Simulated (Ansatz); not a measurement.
`[CH3][SbH][SiH3]`, relaxed with RKS PBE0-D4/def2-TZVP in the Gaussian-basis code of Ansatz from a PBE-D4/def2-SVP geometry. The force threshold is 0.005 eV/Å; the program also tests the step.

The species carries charge 0 and has multiplicity 1. Sb takes the def2 core potential.

Start:

```xyz
10

C    -0.527   -1.030    1.312
Sb   -0.760    1.096    0.759
Si    0.341    0.703   -1.564
H     0.494   -1.389    1.086
H    -1.266   -1.624    0.741
H    -0.730   -1.143    2.394
H     0.794    1.534    1.397
H     0.712    2.011   -2.211
H    -0.637   -0.007   -2.465
H     1.578   -0.151   -1.449
```

(1) By how much does the energy fall, and how many steps does the optimiser take? (Estimate.)

(2) Which bonds change most? (Best estimate.)

(3) Give the relaxed structure. (Estimate.)

## Answers

(1) The calculation gave: 0.04 eV, in 8 steps.

(2) Computed: C1–Sb2 from 2.209 to 2.169 Å; Sb2–Si3 from 2.601 to 2.571 Å; Sb2–H7 from 1.736 to 1.712 Å; Si3–H10 from 1.508 to 1.489 Å.

(3) The calculation gave: 
```xyz
10

C    -0.524   -1.028    1.314
Sb   -0.741    1.050    0.732
Si    0.349    0.697   -1.569
H     0.474   -1.397    1.087
H    -1.266   -1.617    0.777
H    -0.713   -1.110    2.384
H     0.764    1.528    1.393
H     0.709    2.007   -2.175
H    -0.622    0.015   -2.468
H     1.572   -0.146   -1.477
```
